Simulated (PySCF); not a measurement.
Isomers of C7H11P.

All values: PBE0/pcSseg-1 (PySCF) at GFN2-xTB geometries, gas phase, one conformer each.

**Question.** Rank by LUMO energy, highest first.
A. `[CH3:1][CH2:2][CH:3]1[CH:4]=[CH:5][PH:6][CH:7]=[CH:8]1` with C1–C2–C3–C4 63°, C2–C3–C4–C5 80°, C4–C5–P6–C7 34°, C5–P6–C7–C8 -34°, C2–C3–C8–C7 -80°
B. `[CH2:1]=[CH:2][C:3]1=[CH:4][CH2:5][P:6]([CH3:7])[CH2:8]1` with C1–C2–C3–C4 -176°, C3–C4–C5–P6 15°, C4–C5–P6–C7 79°, C5–P6–C8–C3 18°, C2–C3–C8–P6 167°
C. `[CH2:1]=[CH:2][CH2:3][P:4]1[CH:5]=[CH:6][CH2:7][CH2:8]1` with C1–C2–C3–P4 108°, C2–C3–P4–C5 49°
D. `[CH:1]#[C:2][P:3]([CH:4]=[CH2:5])[CH:6]([CH3:7])[CH3:8]` with C2–P3–C4–C5 155°, C2–P3–C6–C7 -48°
E. `[CH3:1][C:2]#[C:3][P:4]([CH3:5])[CH:6]1[CH2:7][CH2:8]1` with C3–P4–C6–C7 30°
F. `[CH3:1][CH2:2][c:3]1[cH:4][pH:5][cH:6][c:7]1[CH3:8]` with C1–C2–C3–C4 -89°

**Answer.** E (0.41 eV), A (0.05 eV), C (-0.21 eV), D (-0.40 eV), B (-0.76 eV), F (-0.89 eV).

**Question.** Rank by the highest IAO charge on any atom, lowest value first.
A. `Cc1cp(C)cc1C`
B. `[CH3:1][CH2:2][CH:3]1[CH:4]=[CH:5][PH:6][CH:7]=[CH:8]1` with C1–C2–C3–C4 63°, C2–C3–C4–C5 80°, C4–C5–P6–C7 34°, C5–P6–C7–C8 -34°, C2–C3–C8–C7 -80°
C. `[CH:1]#[C:2][CH2:3][P:4]([CH3:5])[C:6](=[CH2:7])[CH3:8]` with C2–C3–P4–C5 52°, C3–P4–C6–C7 -32°
D. `[CH3:1][CH2:2][c:3]1[cH:4][pH:5][cH:6][c:7]1[CH3:8]` with C1–C2–C3–C4 -89°
E. `[CH3:1][C:2]#[C:3][P:4]([CH3:5])[CH:6]1[CH2:7][CH2:8]1` with C3–P4–C6–C7 30°
F. `[CH2:1]=[CH:2][P:3]1[CH2:4][CH2:5][CH:6]=[C:7]1[CH3:8]` with C1–C2–P3–C4 152°, C2–P3–C4–C5 81°, P3–C4–C5–C6 16°, C4–C5–C6–C7 -11°, C2–P3–C7–C6 -91°

**Answer.** B (+0.384 e), D (+0.406 e), F (+0.478 e), C (+0.515 e), A (+0.552 e), E (+0.571 e).

**Question.** Rank by the lowest IAO charge on any atom, lowest value first.
A. `[CH2:1]=[CH:2][C:3]1=[CH:4][CH2:5][P:6]([CH3:7])[CH2:8]1` with C1–C2–C3–C4 -176°, C3–C4–C5–P6 15°, C4–C5–P6–C7 79°, C5–P6–C8–C3 18°, C2–C3–C8–P6 167°
B. `c1c(c(C)cp1C)C`
C. `[CH:1]#[C:2][P:3]([CH:4]=[CH2:5])[CH:6]([CH3:7])[CH3:8]` with C2–P3–C4–C5 155°, C2–P3–C6–C7 -48°
D. `[CH2:1]=[CH:2][P:3]1[CH2:4][CH2:5][CH:6]=[C:7]1[CH3:8]` with C1–C2–P3–C4 152°, C2–P3–C4–C5 81°, P3–C4–C5–C6 16°, C4–C5–C6–C7 -11°, C2–P3–C7–C6 -91°

**Answer.** A (-0.611 e), B (-0.592 e), D (-0.442 e), C (-0.418 e).

All values together:

```csv
SMILES,μ (D),HOMO (eV),LUMO (eV),lowest IAO charge (e),highest IAO charge (e),lowest Hirshfeld charge (e),highest Hirshfeld charge (e)
C=CP(C#CC)CC,1.68,-6.37,-0.26,-0.438 (C),+0.561 (P),-0.134 (C),+0.180 (P)
C=CC1=CCP(C)C1,1.12,-6.55,-0.76,-0.611 (C),+0.482 (P),-0.171 (C),+0.144 (P)
C=CCP1C=CCC1,1.42,-6.21,-0.21,-0.444 (C),+0.480 (P),-0.116 (C),+0.139 (P)
C=CP1CCC=C1C,1.33,-6.46,-0.31,-0.442 (C),+0.478 (P),-0.123 (C),+0.141 (P)
C=C(C)P1CC=CC1,1.41,-6.66,-0.16,-0.450 (C),+0.468 (P),-0.123 (C),+0.146 (P)
CC#CP(C)C1CC1,1.70,-6.34,0.41,-0.603 (C),+0.571 (P),-0.166 (C),+0.174 (P)
CCC1C=CPC=C1,1.03,-6.46,0.05,-0.420 (C),+0.384 (P),-0.119 (C),+0.125 (P)
Cc1cp(C)cc1C,1.56,-6.37,-0.90,-0.592 (C),+0.552 (P),-0.158 (C),+0.148 (P)
C#CCP(C)C(=C)C,0.85,-6.47,0.12,-0.611 (C),+0.515 (P),-0.168 (C),+0.161 (P)
CCc1c[pH]cc1C,1.58,-6.47,-0.89,-0.425 (C),+0.406 (P),-0.122 (C),+0.112 (P)
CC1=C(C)P1C1CC1,2.02,-6.21,0.47,-0.431 (C),+0.392 (P),-0.110 (C),+0.080 (P)
C#CP(C=C)C(C)C,1.34,-6.56,-0.40,-0.418 (C),+0.561 (P),-0.128 (C),+0.191 (P)
```

Conformers: `[CH2:1]=[CH:2][P:3]([C:4]#[C:5][CH3:6])[CH2:7][CH3:8]` with C1–C2–P3–C4 170°, C2–P3–C7–C8 168°; `[CH2:1]=[CH:2][C:3]1=[CH:4][CH2:5][P:6]([CH3:7])[CH2:8]1` with C1–C2–C3–C4 -176°, C3–C4–C5–P6 15°, C4–C5–P6–C7 79°, C5–P6–C8–C3 18°, C2–C3–C8–P6 167°; `[CH2:1]=[CH:2][CH2:3][P:4]1[CH:5]=[CH:6][CH2:7][CH2:8]1` with C1–C2–C3–P4 108°, C2–C3–P4–C5 49°; `[CH2:1]=[CH:2][P:3]1[CH2:4][CH2:5][CH:6]=[C:7]1[CH3:8]` with C1–C2–P3–C4 152°, C2–P3–C4–C5 81°, P3–C4–C5–C6 16°, C4–C5–C6–C7 -11°, C2–P3–C7–C6 -91°; `[CH2:1]=[C:2]([CH3:3])[P:4]1[CH2:5][CH:6]=[CH:7][CH2:8]1` with C1–C2–P4–C5 -134°, C2–P4–C5–C6 -86°, P4–C5–C6–C7 -11°, C6–C7–C8–P4 11°, C2–P4–C8–C7 86°; `[CH3:1][C:2]#[C:3][P:4]([CH3:5])[CH:6]1[CH2:7][CH2:8]1` with C3–P4–C6–C7 30°; `[CH3:1][CH2:2][CH:3]1[CH:4]=[CH:5][PH:6][CH:7]=[CH:8]1` with C1–C2–C3–C4 63°, C2–C3–C4–C5 80°, C4–C5–P6–C7 34°, C5–P6–C7–C8 -34°, C2–C3–C8–C7 -80°; `[CH:1]#[C:2][CH2:3][P:4]([CH3:5])[C:6](=[CH2:7])[CH3:8]` with C2–C3–P4–C5 52°, C3–P4–C6–C7 -32°; `[CH3:1][CH2:2][c:3]1[cH:4][pH:5][cH:6][c:7]1[CH3:8]` with C1–C2–C3–C4 -89°; `[CH3:1][C:2]1=[C:3]([CH3:4])[P:5]1[CH:6]1[CH2:7][CH2:8]1` with C3–P5–C6–C7 130°; `[CH:1]#[C:2][P:3]([CH:4]=[CH2:5])[CH:6]([CH3:7])[CH3:8]` with C2–P3–C4–C5 155°, C2–P3–C6–C7 -48°.
